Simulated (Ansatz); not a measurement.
Coupled-cluster diagnostics for Be₂O₂, Ansatz.

Geometry of the singlet (B3LYP-D4/def2-TZVP):

```
atom   x (Å)   y (Å)   z (Å)
 Be1   0.736   0.395  -0.231
 Be2  -0.737  -0.394   0.231
  O3  -0.231   0.887   0.778
  O4   0.231  -0.887  -0.777
```

Correlated methods freeze 2 core orbitals. In CCSD on the charge 0 quintet the largest single amplitude is 0.28, so its Hartree–Fock determinant may place the open shell otherwise than the density functionals do. The structure comes from a short search, and lower isomers may exist.

Geometry of the charge 0 triplet (B3LYP-D4/def2-TZVP):

| atom | x (Å) | y (Å) | z (Å) |
| --- | --- | --- | --- |
| Be1 | 0.3092 | -0.9447 | -0.1165 |
| Be2 | -0.1109 | 0.9594 | 0.2627 |
| O3 | -0.7248 | -0.3206 | 0.8069 |
| O4 | 0.5265 | 0.3059 | -0.9531 |

Geometry of the charge 0 quintet (B3LYP-D4/def2-TZVP):

| atom | x (Å) | y (Å) | z (Å) |
| --- | --- | --- | --- |
| Be1 | 0.3839 | -0.4951 | 1.1073 |
| Be2 | -0.3840 | 0.4950 | -1.1073 |
| O3 | 0.3071 | 0.8813 | 0.2875 |
| O4 | -0.3070 | -0.8811 | -0.2875 |

**Question.** Estimate the CCSD(T) correlation energy, the shares of MP2 and (T), T1 and the reference's ⟨S²⟩ for: charge 0, singlet, own geometry in def2-TZVPP; charge 0, singlet, own geometry in def2-TZVPD; charge 0, triplet, own geometry in def2-TZVPP; charge 0, quintet, own geometry in def2-TZVPP; charge 1, doublet, vertical in def2-TZVPP; charge -1, doublet, vertical in def2-TZVPD; and the rough time on 4 threads of Arm Neoverse V1 on a shared host.

**Answer.** 
```tsv
state	basis	correlation (eV)	MP2 share (%)	(T) share (%)	T1	⟨S²⟩ (pure)	wall time	remarks
charge 0, singlet, own geometry	def2-TZVPP	-17.161	96.3	3.5	0.015	0.00 (0.00)	2 s	–
charge 0, singlet, own geometry	def2-TZVPD	-17.303	96.3	3.6	0.015	0.00 (0.00)	4.4 s	–
charge 0, triplet, own geometry	def2-TZVPP	-16.821	91.6	4.2	0.071	2.04 (2.00)	13 s	flagged by the program, large T1 (0.071)
charge 0, quintet, own geometry	def2-TZVPP	-15.085	87.8	4.2	0.058	6.03 (6.00)	4.2 s	large T1 (0.058)
charge 1, doublet, vertical	def2-TZVPP	-15.890	91.7	3.3	0.031	0.93 (0.75)	7.5 s	flagged by the program, spin-contaminated (⟨S²⟩ 0.93)
charge -1, doublet, vertical	def2-TZVPD	-17.905	95.9	4.0	0.022	0.78 (0.75)	22 s	–
```
Customary marks for T1 are 0.02 (closed shells), 0.045 (open shells) and about 0.05 (3d metals). T1 exceeds 0.02 in 4 of 6 rows and 0.045 in 2; the higher it lies, the less the single-reference result can be trusted.
